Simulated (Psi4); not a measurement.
Computed with SAPT0/jun-cc-pVDZ, frozen core run with Psi4.

Psi4 input:

```
molecule {
0 1
H 0.37192002 -0.00000000 -0.00000000
H -0.37192002 0.00000000 0.00000000
--
-1 1
Br -3.23168381 -0.00000110 0.00000434
units angstrom
symmetry c1
no_reorient
no_com
}
set basis jun-cc-pvdz
set scf_type df
set freeze_core true
energy('sapt0')
```

Part of the output:

```
    SAPT Results
  --------------------------------------------------------------------------------------------------------
    Electrostatics                 -3.87524918 [mEh]      -2.43175557 [kcal/mol]     -10.17446532 [kJ/mol]
      Elst10,r                     -3.87524918 [mEh]      -2.43175557 [kcal/mol]     -10.17446532 [kJ/mol]

    Exchange                        6.50254117 [mEh]       4.08040619 [kcal/mol]      17.07241949 [kJ/mol]
      Exch10                        6.50254117 [mEh]       4.08040619 [kcal/mol]      17.07241949 [kJ/mol]
      Exch10(S^2)                   6.45577400 [mEh]       4.05105935 [kcal/mol]      16.94963231 [kJ/mol]

    Induction                      -3.40189290 [mEh]      -2.13472002 [kcal/mol]      -8.93166857 [kJ/mol]
      Ind20,r                      -3.29105958 [mEh]      -2.06517106 [kcal/mol]      -8.64067573 [kJ/mol]
      Exch-Ind20,r                  1.18864695 [mEh]       0.74588722 [kcal/mol]       3.12079214 [kJ/mol]
      delta HF,r (2)               -1.29948027 [mEh]      -0.81543618 [kcal/mol]      -3.41178498 [kJ/mol]

    Dispersion                     -1.26597705 [mEh]      -0.79441259 [kcal/mol]      -3.32382229 [kJ/mol]
      Disp20                       -1.51262771 [mEh]      -0.94918822 [kcal/mol]      -3.97140349 [kJ/mol]
      Exch-Disp20                   0.24665065 [mEh]       0.15477562 [kcal/mol]       0.64758120 [kJ/mol]
      Disp20 (SS)                  -0.75631385 [mEh]      -0.47459411 [kcal/mol]      -1.98570175 [kJ/mol]
      Disp20 (OS)                  -0.75631385 [mEh]      -0.47459411 [kcal/mol]      -1.98570175 [kJ/mol]
      Exch-Disp20 (SS)              0.12628514 [mEh]       0.07924512 [kcal/mol]       0.33156159 [kJ/mol]
      Exch-Disp20 (OS)              0.12036552 [mEh]       0.07553050 [kcal/mol]       0.31601962 [kJ/mol]

  Total HF                         -0.77460091 [mEh]      -0.48606941 [kcal/mol]      -2.03371440 [kJ/mol]
  Total SAPT0                      -2.04057796 [mEh]      -1.28048200 [kcal/mol]      -5.35753669 [kJ/mol]
```
